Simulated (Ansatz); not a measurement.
Reaction: Si2H4F2 (difluoro(silyl)silane, SMILES F[SiH](F)[SiH3]) → Si2H4F (SMILES [SiH3][SiH]F, doublet) + F (doublet) (the F-Si bond breaks)
Each species at its own B3LYP-D3(BJ)/def2-TZVP minimum (Ansatz, a quantum-chemistry and plane-wave program).

Total energies in hartree (Ansatz). Radicals and triplets start from unrestricted determinants; spin-orbit coupling is neglected. Correlated methods leave the cores frozen. No relativity.

```csv
species,HF/cc-pV(T+d)Z,CCSD(T)/cc-pV(T+d)Z,HF/cc-pV(Q+d)Z,CCSD(T)/cc-pV(Q+d)Z,CCSD(T)/cc-pV(D+d)Z,CCSDT(Q)/cc-pV(D+d)Z
"1: Si2H4F2 (difluoro(silyl)silane, SMILES [SiH](F)([SiH3])F)",-779.31286,-780.11728,-779.34020,-780.20938,-779.82310,-779.82538
"2: Si2H4F (SMILES F[SiH][SiH3], doublet)",-679.71849,-680.25197,-679.73578,-680.30847,-680.07143,-680.07340
3: F (doublet),-99.40552,-99.62036,-99.41377,-99.65026,-99.52757,-99.52776
```

### Question
Work out the bond dissociation energy (electronic) in kcal/mol: take Hartree-Fock from cc-pV(Q+d)Z, extrapolate the CCSD(T) correlation energy as X^-3 (X = 3, 4), and add CCSDT(Q) - CCSD(T) in cc-pV(D+d)Z. 1 hartree = 627.51 kcal/mol.

### Answer

Species 1: correlation (64·(-0.86918) - 27·(-0.80442))/37 = -0.91644; step -0.00228; E1 = -779.34020 + (-0.91644) + (-0.00228) = -780.25892
Species 2: correlation (64·(-0.57269) - 27·(-0.53348))/37 = -0.60130; step -0.00197; E2 = -679.73578 + (-0.60130) + (-0.00197) = -680.33905
Species 3: correlation (64·(-0.23649) - 27·(-0.21484))/37 = -0.25229; step -0.00019; E3 = -99.41377 + (-0.25229) + (-0.00019) = -99.66625
-1·E1 +1·E2 +1·E3 = 0.25362 hartree = 159.1 kcal/mol.
